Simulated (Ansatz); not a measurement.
Input file for Ansatz (a first-principles code): U-B97M-V/def2-TZVPP on H (SMILES [H]).

Ansatz 0.2 input:
```yaml
crystal:
  periodic: [false, false, false]
  atoms:
    - {symbol: H, position_ang: [0.00000000, 0.00000000, 0.00000000]}
basis:
  gaussian:
    orbitals: def2-TZVPP
hamiltonian:
  xc: {name: B97M-V}
magnetization: {spin_polarized: true, initial_magnetization: 1}
```

The log:

```
WARN ansatz: RAYON_NUM_THREADS=1 ignored (pool sized by the plan → 1); use --threads N
Functional definition: B97M-V
integrals: 0.00 GiB planned
59 factors; their error is unknown
mean field: 0.05 GiB planned
mean field evaluation 1: about -13.6059 eV, gradient 1.1e0 eV
mean field evaluation 2: about -13.6132 eV, gradient 1.4e-1 eV
mean field evaluation 4: about -13.6139 eV, gradient 2.3e-3 eV
mean field evaluation 8: about -13.6139 eV, gradient 7.0e-7 eV
mean field -13.61394203 eV, -0.5003031417 hartree, gradient 7.0e-7 eV, S^2 0.750000; 0 other end points of the search recorded, 0 dependent functions left out
reference -13.61397665 eV, -0.5003044141 hartree; 1, 0 occupied and 13, 14 virtual orbitals, 59 factors
Total energy: -13.61397665 eV, -0.5003044141 hartree
```

The run converged.

Cost: very roughly 0.20 core-seconds.
